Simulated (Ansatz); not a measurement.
Reaction (formal exchange of groups at the Si–Si bond): `C[Si](O)(O)[SiH3]` + `[CH3][GaH2]` → `[CH3][GaH][SiH3]` + `C[SiH](O)O`

Isolated molecules relaxed with PBE0-D4/def2-TZVP in Ansatz; ΔE leaves out vibrations. CCSD(T)/CBS adds triple-zeta CCSD(T) − MP2 to the extrapolated MP2 energy (def2 sets, frozen cores). DFT in def2-TZVPP. HSE06 is defined as in plane-wave codes. For Ga outer-core shells are correlated without core-valence functions, which leaves a few kJ/mol of doubt a bond. Scalar relativity is left out up to krypton. One conformer a species, not always the lowest.

| species | HSE06 energy (Eh) |
| --- | --- |
| `C[Si](O)(O)[SiH3]` | -772.08810 |
| `[CH3][GaH2]` | -1965.64954 |
| `[CH3][GaH][SiH3]` | -2256.23073 |
| `C[SiH](O)O` | -481.51762 |

(1) Work out ΔE.

Largest T1 diagnostic among the species: 0.012.

Results:

(1) ΔE = (-2256.23073) + (-481.51762) − (-772.08810) − (-1965.64954) = -0.01071 Eh = -28.1 kJ/mol. CCSD(T)/CBS gives -30.0 kJ/mol.

The D4 term adds +4.6 kJ/mol with B3LYP and +2.6 kJ/mol with PBE0; it sums over pairs of atoms, weighted by their polarisabilities, and B3LYP, whose exchange is more repulsive, gets the larger term. Leaving LDA and LC-ωPBE aside and taking each functional with its dispersion term where it has one, the values, not all of them listed here, spread over 10.6 kJ/mol, from B2PLYP to B97M-V. LDA lies +3.7 kJ/mol from PBE without D4.

B3LYP here is the variant with VWN-RPA as its local correlation; programs differ in this.
